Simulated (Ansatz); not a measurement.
Relaxation of a periodic cell of 17 atoms, LiSi$_{16}$ (host Si, host structure diamond, interstitial Li), cell charge +1, to a largest force component of 0.03 eV/Å in at most 60 steps.

Theory: DFT PBE, scalar-relativistic, plane waves, PAW in Ansatz 0.2.0. Settings: PAW set soft_1, cutoff 420 eV, k mesh 2x2x2, fermi-dirac smearing 0.05 eV, no spin polarisation.

```xyz
17
Lattice="0.0000 5.4300 5.4300 5.4300 0.0000 5.4300 5.4300 5.4300 0.0000" Properties=species:S:1:pos:R:3:forces:R:3
Si 0.000 0.000 0.000 -0.14 0.14 -0.17
Si 1.357 1.357 1.357 -0.03 -0.37 0.02
Si 2.715 2.715 0.000 0.74 -0.73 -0.68
Si 4.072 4.072 1.357 0.36 0.04 0.02
Si 2.715 0.000 2.715 0.18 0.17 0.15
Si 4.072 1.357 4.072 0.00 0.00 0.01
Si 5.430 2.715 2.715 -0.16 -0.18 0.14
Si 6.787 4.072 4.072 -0.01 0.01 -0.46
Si 0.000 2.715 2.715 -0.43 -0.40 0.47
Si 1.357 4.072 4.072 0.01 0.00 0.28
Si 2.715 5.430 2.715 0.39 0.42 0.45
Si 4.072 6.787 4.072 0.01 -0.01 -0.04
Si 2.715 2.715 5.430 0.13 -0.14 -0.15
Si 4.072 4.072 6.787 -0.33 -0.03 0.01
Si 5.430 5.430 5.430 -0.61 0.62 -0.53
Si 6.787 6.787 6.787 0.03 0.33 0.01
Li 6.806 4.046 6.692 -0.12 0.15 0.46
```

Problem. Where does it end, and by what steps?

Solution. It converged. Limits of this set-up: charged cell in a uniform background, uncorrected. After 3 steps the energy has fallen by 0.134 eV; Li17 moved furthest, 0.09 Å.

```json
{"step": "0", "energy less start (eV)": "0.0000", "largest force component (eV/Å)": "0.735", "accepted": "yes"}
{"step": "1", "energy less start (eV)": "-0.1242", "largest force component (eV/Å)": "0.219", "accepted": "yes"}
{"step": "2", "energy less start (eV)": "-0.1335", "largest force component (eV/Å)": "0.052", "accepted": "yes"}
{"step": "3", "energy less start (eV)": "-0.1344", "largest force component (eV/Å)": "0.002", "accepted": "yes"}
```

```xyz
17
Lattice="0.0000 5.4300 5.4300 5.4300 0.0000 5.4300 5.4300 5.4300 0.0000" Properties=species:S:1:pos:R:3
Si -0.008 0.007 -0.014
Si 1.359 1.334 1.352
Si 2.741 2.688 -0.031
Si 4.095 4.071 1.352
Si 2.725 0.008 2.719
Si 4.073 1.356 4.068
Si 5.422 2.705 2.719
Si 6.789 4.071 4.046
Si -0.024 2.689 2.734
Si 1.358 4.071 4.088
Si 2.741 5.453 2.734
Si 4.074 6.786 4.066
Si 2.725 2.705 5.416
Si 4.052 4.071 6.782
Si 5.406 5.453 5.399
Si 6.788 6.807 6.782
Li 6.789 4.071 6.781
```

The run took 24 s on 1 thread of Arm Neoverse V1, with other jobs on the host, peak memory 0.51 GiB.
